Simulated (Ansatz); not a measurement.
Consider the ligand exchange at a Ga–F bond: `[F][GaH][SiH3]` + `[SiH3]S` → `[SiH3][S][GaH][SiH3]` + H–F.

Calculated with Ansatz (gas phase, PBE0-D4/def2-TZVP geometries, no zero-point term in ΔE). CCSD(T)/CBS adds triple-zeta CCSD(T) − MP2 to the extrapolated MP2 energy (def2 sets, frozen cores). This one scheme is used for every species. DFT in def2-TZVPP. For Ga outer-core shells are correlated without core-valence functions, which leaves a few kJ/mol of doubt a bond. Scalar relativity is left out up to krypton. One conformer a species, not always the lowest.

`[F][GaH][SiH3]`:

Z-matrix (Å, degrees):
```
Si
Ga 1 2.406
H 1 1.487 2 109.6
H 1 1.487 2 109.4 3 119.3
H 1 1.487 2 111.2 3 -120.5
F 2 1.766 1 112.7 3 -56.8
H 2 1.565 1 135.0 3 123.4
```

`[SiH3]S`:

Z-matrix (Å, degrees):
```
Si
S 1 2.137
H 1 1.485 2 111.6
H 1 1.485 2 111.6 3 -122.0
H 1 1.482 2 104.8 3 119.0
H 2 1.344 1 94.7 3 60.9
```

`[SiH3][S][GaH][SiH3]`:

Cartesian coordinates in Å:
```
Si -2.171 1.688 -0.133
S -0.581 0.783 -1.238
Ga 0.360 -0.372 0.396
Si 2.281 -1.685 -0.203
H -2.944 2.526 -1.084
H -3.069 0.661 0.455
H -1.645 2.545 0.960
H -0.321 -0.227 1.803
H 2.027 -3.121 0.099
H 3.462 -1.251 0.594
H 2.602 -1.549 -1.648
```

H–F:

```xyz
2

F     0.316   -0.276   -0.188
H    -0.316    0.276    0.188
```

CCSD(T)/CBS gives -4.8 kcal/mol.

(1) Another level gave -1.9 kcal/mol. Which?
A. PBE-D4/def2-TZVPP
B. BLYP-D4/def2-TZVPP
C. PBE0-D4/def2-TZVPP
D. r2SCANh/def2-TZVPP

Largest T1 diagnostic among the species: 0.014.

Results:

(1) D. r2SCANh -1.9, BLYP-D4 -0.6, PBE0-D4 -4.4, PBE-D4 -3.3 kcal/mol.

From PBE to PBE0 (25 % exact exchange), in def2-TZVPP and without D4, ΔE moves by −1.4 kcal/mol. In def2-TZVPP, CCSD(T) changes the Hartree–Fock value by −5.2 kcal/mol (the triples alone add −0.9 kcal/mol) and MP2 by −6.8 kcal/mol. At CCSD(T), def2-SVP lies +5.6 kcal/mol from the extrapolated value and def2-TZVPP +1.6 kcal/mol.
